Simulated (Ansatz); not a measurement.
`C=C/C=[N]\[InH2]` + `O[SiH2][SiH3]` → `C=C[SiH2][SiH2]O` + `C=[N][InH2]`  (formal exchange of groups at a C–C bond)

Gas-phase electronic energies from Ansatz, PBE0-D4/def2-TZVP geometries. CBS: MP2 limit from def2 TZ/QZ plus the TZ coupled-cluster correction, frozen cores. def2 core potentials past Kr. For In outer-core shells are correlated without core-valence functions, which leaves a few kJ/mol of doubt a bond. One conformer a species, not always the lowest.

```json
{"species": "`C=C/C=[N]\\[InH2]`", "CCSD(T)/CBS(def2) energy (Eh)": "-362.21401"}
{"species": "`O[SiH2][SiH3]`", "CCSD(T)/CBS(def2) energy (Eh)": "-656.96789"}
{"species": "`C=C[SiH2][SiH2]O`", "CCSD(T)/CBS(def2) energy (Eh)": "-734.26625"}
{"species": "`C=[N][InH2]`", "CCSD(T)/CBS(def2) energy (Eh)": "-284.90922"}
```

Q: Work out ΔE.

A: ΔE = (-734.26625) + (-284.90922) − (-362.21401) − (-656.96789) = 0.00643 Eh = +16.9 kJ/mol.

Largest T1 diagnostic among the species: 0.017.

In def2-TZVPP, CCSD(T) changes the Hartree–Fock value by +6.6 kJ/mol (the triples alone add +2.6 kJ/mol) and MP2 by +6.8 kJ/mol. From PBE to PBE0 (25 % exact exchange), in def2-TZVPP and without D4, ΔE moves by −5.6 kJ/mol.
